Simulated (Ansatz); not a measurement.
`[SiH3]C1C=N1` and `C1=NC1` differ in one atom or group.

Ansatz, PBE0-D4/def2-TZVP geometries, multiplicity 1. 

```json
{"property": "HOMO–LUMO gap (ωB97M-V/def2-TZVPP) / eV", "`[SiH3]C1C=N1`": "11.67"}
{"property": "ideal-gas entropy at 298 K and 1 bar (rigid rotor, harmonic PBE0-D4/def2-TZVP) / J/(mol·K)", "`[SiH3]C1C=N1`": "304"}
{"property": "LUMO energy (PBE/def2-TZVPP) / eV", "`[SiH3]C1C=N1`": "-1.98"}
{"property": "LUMO energy (B3LYP/def2-TZVPP) / eV", "`[SiH3]C1C=N1`": "-1.10"}
{"property": "HOMO energy (PBE/def2-TZVPP) / eV", "`[SiH3]C1C=N1`": "-6.73"}
{"property": "HOMO energy (PBE0/def2-TZVPP) / eV", "`[SiH3]C1C=N1`": "-8.02"}
```

(1) What does the change do to each property? (Best estimate.)

Answers

(1) The calculation gave: 
```
                                                                                  property  `C1=NC1`  shift
                                                   HOMO–LUMO gap (ωB97M-V/def2-TZVPP) / eV     12.08   0.41
ideal-gas entropy at 298 K and 1 bar (rigid rotor, harmonic PBE0-D4/def2-TZVP) / J/(mol·K)       245    -59
                                                         LUMO energy (PBE/def2-TZVPP) / eV     -1.73   0.25
                                                       LUMO energy (B3LYP/def2-TZVPP) / eV     -0.83   0.27
                                                         HOMO energy (PBE/def2-TZVPP) / eV     -6.61   0.12
                                                        HOMO energy (PBE0/def2-TZVPP) / eV     -7.98   0.04
```

The zero-point energy changes by -38.5 kJ/mol with -9 modes.

B3LYP here is the variant with VWN-RPA as its local correlation; programs differ in this.
